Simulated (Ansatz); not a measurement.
`[O][InH][Cl]` radical. Charge 0, multiplicity 2. In takes the def2 core potential. Geometry: relaxed with PBE0-D4/def2-TZVP.

```xyz
4

O    -0.128   -1.934   -0.191
In   -0.124    0.026    0.175
Cl    1.180    1.088   -1.417
H    -0.928    0.820    1.433
```

Question: What is the dipole moment at r2SCAN/def2-TZVPP? (Estimate.)

Answer: Ansatz gave: 2.74 D, with components (-1.37, 1.10, 2.10) D in this frame, pointing from negative to positive charge.

Question: And with PBE, B3LYP, ωB97M-V? (Estimate.)

Answer: Ansatz gave: PBE 2.61 D, B3LYP 2.76 D, ωB97M-V 2.82 D.

Question: Give the Mulliken charges with r2SCAN, B3LYP, ωB97M-V in def2-TZVPP. (Best estimate.)

Answer: The calculation gave: 
| atom | r2SCAN | B3LYP | ωB97M-V |
| --- | --- | --- | --- |
| O1 | -0.38 | -0.39 | -0.40 |
| In2 | 0.82 | 0.83 | 0.78 |
| Cl3 | -0.38 | -0.37 | -0.35 |
| H4 | -0.07 | -0.07 | -0.03 |

B3LYP here is the variant with VWN-RPA as its local correlation; programs differ in this.
